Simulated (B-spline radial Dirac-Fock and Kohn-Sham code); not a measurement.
## Sn⁴⁺ 4p3/2: cross section and angular parameters

System: tin as Sn⁴⁺, [Kr] 4d10; threshold 139.8 eV (orbital energy of the model). Model: Dirac-Hartree-Slater photoionisation with a Latter tail; cross sections with all multipoles, angular parameters from the dipole term and its interference with E2. Program: a radial finite-basis atomic code.

Input of the calculation (task.json; shells as n, l, electrons):

```json
{"items": [{
  "Z": 50,
  "q": 4,
  "cfg": [[1, 0, 2], [2, 0, 2], [2, 1, 6], [3, 0, 2], [3, 1, 6], [3, 2, 10], [4, 0, 2], [4, 1, 6], [4, 2, 10]],
  "A": 120,
  "rrms": 4.6519,
  "do": "xps",
  "hv": [55.4, 60, 98.7, 100, 121.0, 132.0, 138.0, 426.0, 465.0, 600, 685.0, 800, 868.0, 1000, 1190.0, 1486.9, 1600.0, 2140.0, 2560.0, 2920.0, 3050.0, 6000, 6090.0, 6780.0, 6830.0, 7230.0, 8560.0, 11700.0, 15000]
}]}
```

Command: `python xray2_run.py task.json out`

For linearly polarised light dσ/dΩ = σ/(4π) [1 + β P₂(cos θ) + (δ + γ cos²θ) sin θ cos φ], with θ from the polarisation vector and φ the angle between the beam and the projection of the electron momentum on the plane normal to the polarisation.

```
hν (eV)  σ (kb)      β       γ      δ
    426     165  1.341   0.217  0.013
    465     149  1.402   0.207  0.010
    600     108  1.538   0.146  0.004
    685    89.5  1.588   0.104  0.002
    800    70.8  1.632   0.055  0.001
    868    62.2  1.651   0.031  0.000
   1000    49.2  1.676  -0.002  0.000
   1190    36.4  1.697  -0.026  0.001
 1486.9    24.2  1.708  -0.023  0.002
   1600    21.0  1.709  -0.013  0.002
   2140    11.8  1.697   0.071  0.004
   2560    8.08  1.679   0.159  0.006
   2920    6.06  1.662   0.240  0.008
   3050    5.50  1.655   0.270  0.009
   6000    1.08  1.504   0.874  0.031
   6090    1.04  1.500   0.890  0.031
   6780       ?      ?       ?      ?
   6830   0.771  1.466   1.013  0.038
   7230   0.663  1.448   1.075  0.042
   8560   0.420  1.391   1.261  0.056
  11700   0.175  1.272   1.610  0.091
  15000  0.0842  1.167   1.879  0.128
```

Question: Give the values at 6780 eV.

Answer: σ = 0.786 kb, β = 1.468, γ = 1.005, δ = 0.038.
